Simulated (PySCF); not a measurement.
## TDDFT excited states: C5H14OSi2

Compound: C₅H₁₄OSi₂.
SMILES: `CCC[Si]1(O[SiH3])CC1`

Level of theory: TDDFT CAM-B3LYP/def2-SVPD, vertical, gas phase, core orbitals frozen in the response in PySCF 2.14.0, density-fitted response routines. One conformer (not necessarily the lowest) at the PBE0-D3(BJ)/def2-SVP geometry, without solvent, vibrations or thermal averaging. Torsions of this conformer, `[CH3:1][CH2:2][CH2:3][Si:4]1([O:5][SiH3:6])[CH2:7][CH2:8]1`: C1–C2–C3–Si4 180°, C2–C3–Si4–O5 -179°, C3–Si4–O5–Si6 -175°.

| state | E (eV) | E (hartree) | f | main configurations (H = HOMO, L = LUMO) |
| --- | --- | --- | --- | --- |
| S1 | 5.93 | 0.2181 | 0.0001 | H→L (88%) |
| S2 | 6.56 | 0.2409 | 0.0044 | H→L+1 (42%), H→L+3 (30%), H→L+6 (8%) |
| S3 | 6.87 | 0.2524 | 0.012 | H→L+3 (40%), H→L+2 (18%), H→L+1 (14%) |
| S4 | 6.92 | 0.2544 | 0.078 | H→L+4 (90%) |
| S5 | 6.98 | 0.2563 | 0.0065 | H→L+2 (37%), H→L+5 (28%), H→L+3 (13%) |
| S6 | 7.33 | 0.2694 | 0.018 | H-1→L (80%) |
| S7 | 7.48 | 0.2749 | 0.0061 | H→L+1 (28%), H→L+2 (24%), H→L+5 (12%) |
| S8 | 7.78 | 0.2858 | 0.0031 | H→L+8 (55%), H→L+5 (17%) |
| S9 | 7.84 | 0.2881 | 0.0080 | H-1→L+1 (32%), H-3→L (22%) |
| S10 | 7.86 | 0.2889 | 0.0005 | H-2→L (49%), H→L+6 (9%) |

Triplets, Tamm–Dancoff:

```tsv
state	E (eV)	λ (nm)	main configurations (H = HOMO, L = LUMO)
T1	5.63	220.2	H→L (77%)
T2	6.23	199.0	H→L+4 (56%), H→L+10 (9%)
T3	6.28	197.5	H→L+1 (30%), H→L+6 (14%), H→L+8 (12%)
T4	6.62	187.2	H→L+3 (62%), H→L+2 (9%)
```

The lowest singlet comes at 209 nm (573 kJ/mol) in the ultraviolet; it is dark (f under 0.0005); its leading configuration is HOMO→LUMO (88%). The most intense listed level is S4 at 6.92 eV (179 nm, f = 0.078), 0.99 eV above S1. Löwdin shares by element: HOMO carbon 52% or more, silicon 23% or more, oxygen 8% (atoms not listed hold the other 17%); LUMO silicon 42%, oxygen 10%, hydrogen 6% or more (atoms not listed hold the other 42%). The oscillator strengths of these states sum to 0.137; summed over the whole spectrum of an exact calculation they would give the number of electrons, 80 (Thomas–Reiche–Kuhn). Orbital energies (eV): HOMO-3 -10.58, HOMO-2 -10.46, HOMO-1 -9.23, HOMO -7.89, LUMO 0.87, LUMO+1 1.33, LUMO+2 1.50. The listed states span 1.93 eV, and the widest gap between neighbours is 0.62 eV (S1 to S2). All these states lie below the vertical ionisation energy of 8.57 eV (ΔSCF). The window holds the lowest 10 singlets.

Without π bonds the low states are Rydberg-like; a valence basis with one diffuse set may place them up to an eV too high.
